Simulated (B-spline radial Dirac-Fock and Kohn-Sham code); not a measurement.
Radiative decay of the 2p1/2 hole in Eu²⁺

System: europium as Eu²⁺ in the configuration 1s2 2s2 2p6 3s2 3p6 3d10 4s2 4p6 4d10 4f7 5s2 5p6, inside a Watson sphere of charge -2 and radius 3 Å (a model of the Madelung potential; inside it an electron's potential energy is raised by 9.6 eV).

Method: independent-particle radiative and Coulomb Auger rates from relativistic LDA hole-state orbitals, with Dirac-Fock energies. Computed with a radial finite-basis atomic code.

```tsv
line	multipole	energy (eV)	rate (s⁻¹)	share (%)
L2-M1	E1	5811.7	2.02e+13	2.15
L2-M3	E2	6133.6	4.63e+11	0.0491
L2-M4	E1	6456.9	7.81e+14	82.9
L2-N1	E1	7245.4	4.88e+12	0.518
L2-N4	E1	7472.4	1.34e+14	14.3
L2-O1	E1	7569.0	8.49e+11	0.0901
```

The listed lines hold 100.0 % of the radiative rate. The radiative width is 0.620 eV in the length form and 0.632 eV in the velocity form; the two differ because the transition energies are not eigenvalue differences of the potential that gave the orbitals.
